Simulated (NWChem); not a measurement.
Molecule: TlI; SMILES [I][Tl]

```xyz
2

Tl     0.0000     0.0000    -1.1385
I      0.0000     0.0000     1.7283
```
Atoms are numbered in this order, from 1.

Coordinates come from a PBE0/def2-SVP optimisation. def2 effective core potentials on I, Tl; no spin-orbit coupling.

### Question
List the 4 lowest vertical singlet excitations and the 4 lowest triplet ones from PBE/def2-SVP with def2 effective core potentials on I, Tl, TDA (NWChem).

### Answer
```
state  energy (eV)  oscillator strength  leading excitation (squared amplitude)
-----  -----------  -------------------  --------------------------------------
S1            3.25                0.000                    HOMO−1 → LUMO (0.50)
S2            3.33                0.000                  HOMO−1 → LUMO+1 (0.49)
S3            3.33                0.000                    HOMO−1 → LUMO (0.49)
S4            3.62                0.012                    HOMO−2 → LUMO (0.99)
T1            3.04       spin-forbidden                  HOMO−1 → LUMO+1 (0.50)
T2            3.13       spin-forbidden                  HOMO−1 → LUMO+1 (0.49)
T3            3.13       spin-forbidden                    HOMO−1 → LUMO (0.49)
T4            3.20       spin-forbidden                    HOMO−2 → LUMO (0.99)
```
